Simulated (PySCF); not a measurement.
## Continuum solvent and chemical shifts

Structure with atom numbers: `[CH3:1][S:2][c:3]1[cH:4][cH:5][c:6]([C:7]([CH3:8])=[O:9])[cH:10][cH:11]1`. Hydrogens are named by the atom that carries them.

GIAO PBE0/pcSseg-1 in PySCF 2.14.0 with density-fitted response routines on one PBE0-D3(BJ)/def2-SVP conformer, non-relativistic, equivalent nuclei averaged. Solvents enter as an IEF-PCM continuum (dichloromethane with ε = 8.9, water with ε = 78.4) around the gas-phase geometry. Shifts are referred to TMS, CS2 computed in the same medium.

In dichloromethane, δ in ppm: C7 202.4, C3 156.6, C5/C10 135.8, C6 135.4, C4/C11 129.1, C8 29.2, C1 17.3, S2 12.2, H(C5)/H(C10) 8.17, H(C4)/H(C11) 7.39, H(C8) 2.65, H(C1) 2.49. Dipole moment 3.43 D.

Question: How does each δ change in the more polar medium?

Answer: 
| atoms | environment | Δδ, water |
| --- | --- | --- |
| C7 | ketone carbonyl carbon | +1.1 |
| C3 | aromatic carbon bearing sulfur | +0.4 |
| C5/C10 | aromatic CH | +0.2 |
| C6 | substituted aromatic carbon | +0.1 |
| C4/C11 | aromatic CH | +0.4 |
| C8 | methyl carbon α to a carbonyl | +0.4 |
| C1 | methyl carbon bonded to S | +0.1 |
| S2 | sulfide sulfur | -0.3 |
| H(C5)/H(C10) | hydrogen on an aromatic CH | +0.03 |
| H(C4)/H(C11) | hydrogen on an aromatic CH | +0.06 |
| H(C8) | hydrogen on a methyl carbon α to a carbonyl | +0.04 |
| H(C1) | hydrogen on a methyl carbon bonded to S | +0.03 |

Changes are relative to dichloromethane. The dipole moment becomes 3.57 D in water.

Question: Which nuclei move most (in ppm), and what does the model miss?

Answer: C7 (ketone carbonyl carbon, +1.1 ppm) in water. A continuum only polarises the solute; specific hydrogen bonds, the anisotropy of aromatic solvents and changes of geometry or conformer are outside it.
